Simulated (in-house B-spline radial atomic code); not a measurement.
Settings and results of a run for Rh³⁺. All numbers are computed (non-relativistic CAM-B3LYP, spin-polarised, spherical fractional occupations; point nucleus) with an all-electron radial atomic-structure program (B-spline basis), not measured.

Command:
```bash
python run_scf.py task.json out
```
Settings:
```
Z                45
configuration    [Kr] 4d6
hamiltonian      nr
method           camb3lyp
spin_polarised   True
```

Output (hartree, bohr):
```
 radial grid: 51 intervals, B-splines of order 8, outer radius 28.1081 bohr

 iter        energy (Eh)    residual
    1       -4675.216201    5.60e-01
    2       -4681.557851    3.92e-01
    3       -4685.890873    9.23e-02
    4       -4686.108646    2.23e-02
    5       -4686.116808    1.18e-02
    6       -4686.119920    2.25e-03
    7       -4686.119965    3.64e-04
    8       -4686.119967    5.53e-05
    9       -4686.119967    3.73e-06
   10       -4686.119967    9.79e-08

 total energy                     -4686.11997
 kinetic                            4684.2378
 electron-nucleus                 -11101.0392
 Hartree                            1865.9292
 exact exchange                      -28.7008
 exchange-correlation               -106.5470

 orbital      occ     eigenvalue          <r>       <r^2>       <1/r>     <1/r^2>       <r^4>       r_max
 1s up      1.000      -825.9941    0.0338486  0.00153299     44.4814     3973.09 5.95278e-06      0.0224
 1s down    1.000      -825.9942    0.0338486  0.00153299     44.4815      3973.1 5.95265e-06      0.0224
 2s up      1.000      -119.3006     0.147216   0.0254697     10.0867     413.831  0.00110591      0.1247
 2s down    1.000      -119.2678     0.147202   0.0254653      10.088      413.93  0.00110558      0.1247
 2p up      3.000      -110.6580     0.125967   0.0193208     10.0812     137.876  0.00073583      0.0979
 2p down    3.000      -110.6316     0.125949    0.019315     10.0825     137.908 0.000735428     0.09789
 3s up      1.000       -22.6560     0.402651     0.18533     3.55733     77.6648   0.0526611      0.3627
 3s down    1.000       -22.6401     0.402527    0.185165      3.5574     77.6456   0.0524947      0.3628
 3p up      3.000       -19.2243     0.395611    0.181678     3.47019     25.6363   0.0531861      0.3496
 3p down    3.000       -19.2054     0.395456    0.181464     3.47021     25.6287   0.0529564      0.3497
 3d up      5.000       -12.9114     0.369667    0.163104     3.30708     13.7967   0.0501862      0.2914
 3d down    5.000       -12.8782      0.36971    0.163062     3.30573     13.7842   0.0500333      0.2917
 4s up      1.000        -4.4396      1.00252      1.1364     1.35726     14.5631     1.92948      0.9056
 4s down    1.000        -4.2949      1.00022     1.13224     1.36263     14.7078     1.92279      0.9024
 4p up      3.000        -3.3716      1.07718     1.32422     1.24804       4.536     2.72296      0.9515
 4p down    3.000        -3.2069      1.07601     1.32326     1.25171       4.569     2.73612      0.9479
 4d up      5.000        -1.6527      1.34696     2.13169    0.978615     1.79343      7.9582         1.1
 4d down    1.000        -1.3232      1.39991     2.32796    0.948966     1.70041     9.92897       1.111
```

Cost of the run: 0.85 s on 1 thread of Arm Neoverse V2, with other jobs on the host.

Caution: exact exchange at fractional occupations of open shells leaves self-interaction of up to several eV.
